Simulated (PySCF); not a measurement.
Xe⁴³⁺: ionisation energy

Xe⁴³⁺ [Ne] 3s1 [3s1/2^1, M_J = 1/2] → Xe⁴⁴⁺ [Ne], as a difference of total energies. All numbers are calculated (PySCF 2.14, the two-component X2C-1e Hamiltonian, in an uncontracted even-tempered set (18 s from 9.8 bohr⁻², ratio 2.4; 14 p from 13 bohr⁻², ratio 2.4; 4 d from 41 bohr⁻², ratio 2.6; 4 f from 61 bohr⁻², ratio 2.6)). Correlated levels: 1s2 frozen; the 54 highest virtual spinors dropped. "Screened" scales the spin-orbit matrix elements by Boettger's factors to mimic the two-electron term; Breit and QED terms are absent.

| method | ionisation energy (eV) |
| --- | --- |
| GHF (spin-free) | 3334.0 |
| GMP2 (spin-free) | 3334.7 |
| GHF (screened spin-orbit) | 3333.9 |
| GMP2 (screened spin-orbit) | 3334.6 |

Breit and QED terms and the two-electron picture change are absent.

For comparison: 3333.8 ± 0.5 eV (semi-empirical (NIST evaluation); NIST Atomic Spectra Database, ionization energies).
